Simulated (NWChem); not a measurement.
System meant: CH3Cl2Ga; SMILES [CH3][Ga]([Cl])[Cl]

The following NWChem deck was run.

```
start job
memory heap 200 mb stack 900 mb global 1100 mb
geometry units angstroms noautoz
  Ga     0.315848    -0.001162     0.004260
  Cl    -0.870267    -1.817255    -0.004134
  Cl    -0.872460     1.813678    -0.004065
  C      2.278673     0.006079     0.002719
  H      2.640895     0.822231     0.632653
  H      2.625075     0.166698    -1.022977
  H      2.653242    -0.952986     0.366895
end
basis spherical
  * library def2-svp
end
dft
  xc xpbe96 cpbe96
  iterations 4
  mulliken
end
task dft energy
```

End of the output:

```
    Atom       Charge   Shell Charges
 -----------   ------   -------------------------------------------------------
    1 Ga  31    31.07   2.00  2.00  1.94  0.76  0.28  5.99  5.83  1.01  0.71  7.75  2.05  0.74
    2 Cl  17    16.95   2.00  1.96  1.04  0.77  5.82  2.24  3.11  0.01
    3 Cl  17    16.95   2.00  1.96  1.04  0.77  5.82  2.24  3.11  0.01
    4 C    6     6.20   1.96  0.58  0.33  1.85  1.43  0.04
    5 H    1     0.94   0.62  0.25  0.07
    6 H    1     0.94   0.62  0.25  0.07
    7 H    1     0.94   0.62  0.25  0.07

 center of mass
 --------------
 x =  -0.09207107 y =  -0.00075172 z =   0.00080859

 moments of inertia (a.u.)
 ------------------
         834.664696982763          -0.000000000000           0.000000000000
          -0.000000000000         517.284921375474          -0.000000000000
           0.000000000000          -0.000000000000        1340.556252534021

     Multipole analysis of the density
     ---------------------------------

     L   x y z        total         alpha         beta         nuclear
     -   - - -        -----         -----         ----         -------
     0   0 0 0     -0.000000    -37.000000    -37.000000     74.000000

     1   1 0 0      1.116284      0.558142      0.558142     -0.000000
     1   0 1 0      0.007376      0.003688      0.003688     -0.000000
     1   0 0 1     -0.007771     -0.003886     -0.003886      0.000000

     2   2 0 0    -34.662905   -161.826070   -161.826070    288.989235
     2   1 1 0      0.043144     -0.100433     -0.100433      0.244010
     2   1 0 1     -0.056106      0.062967      0.062967     -0.182040
     2   0 2 0    -38.909725   -222.423573   -222.423573    405.937420
     2   0 1 1      0.000303      0.000543      0.000543     -0.000782
     2   0 0 2    -33.878218    -19.764234    -19.764234      5.650250

 ------------------------------------------------------------------------
 dft energy failed                                                                                  0
 ------------------------------------------------------------------------
 ------------------------------------------------------------------------
  current input line :
    20: task dft energy
 ------------------------------------------------------------------------
 ------------------------------------------------------------------------
 This type of error is most commonly associated with calculations not reaching convergence criteria
 ------------------------------------------------------------------------
 For more information see the NWChem manual at https://nwchemgit.github.io

0:dft energy failed:Received an Error in Communication
```

Question: Find the fault in this run and fix the input.

Answer: Convergence was not reached. Cause: the SCF was allowed too few iterations. This input runs:
```
start job
memory heap 200 mb stack 900 mb global 1100 mb
geometry units angstroms noautoz
  Ga     0.315848    -0.001162     0.004260
  Cl    -0.870267    -1.817255    -0.004134
  Cl    -0.872460     1.813678    -0.004065
  C      2.278673     0.006079     0.002719
  H      2.640895     0.822231     0.632653
  H      2.625075     0.166698    -1.022977
  H      2.653242    -0.952986     0.366895
end
basis spherical
  * library def2-svp
end
dft
  xc xpbe96 cpbe96
  iterations 150
  mulliken
end
task dft energy
```
It converges to -2883.99265 Ha (PBE/def2-SVP).
